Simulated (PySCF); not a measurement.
Mn²⁺: ionisation energy

Mn²⁺ [Ar] 3d5 (6S) → Mn³⁺ [Ar] 3d4 (5D), as a difference of total energies. All numbers are calculated (PySCF 2.14, scalar relativity by spin-free X2C-1e, in cc-pVTZ-DK). Correlated levels: valence: [Ar] frozen. The calculations carry no spin-orbit coupling.

**Question.** Order these methods by the ionisation energy they give, lowest first.
A. MN15
B. SCS-MP2 (valence)
C. TPSS
D. MP2 (valence)

**Answer.** B (32.639 eV), D (33.194 eV), C (33.762 eV), A (33.794 eV).

The reference lies between the lowest fine-structure levels, while these numbers refer to the centres of the terms.

Errors of the correlated levels include the incompleteness of this basis and the frozen core.

For comparison: 33.668 ± 0.012 eV (measured; NIST Atomic Spectra Database, ionization energies).
